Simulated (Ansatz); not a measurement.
CH6BPSi, SMILES `C[SiH]1BP1`. Charge 0, multiplicity 1.

```tsv
atom	x (Å)	y (Å)	z (Å)
C1	-1.363	-0.058	0.927
Si2	-0.278	-0.434	-0.546
B3	1.651	-0.589	-0.413
P4	1.330	0.889	-1.475
H5	-2.087	0.723	0.686
H6	-1.915	-0.956	1.220
H7	-0.763	0.271	1.777
H8	-1.064	-0.831	-1.738
H9	2.513	-0.946	0.322
H10	1.977	1.931	-0.761
```

Task: Give the diagnostics of a CCSD(T)/def2-TZVPP run (frozen core, Ansatz 0.2.0). (Estimate.)

Result: Ansatz gave: T1 = 0.0177, largest single amplitude 0.042, largest double 0.050, (T) share of the correlation energy 4.6 %, 12 CCSD cycles. The RHF solution is stable towards an unrestricted one. T1 lies under the customary mark of 0.02 for closed shells.
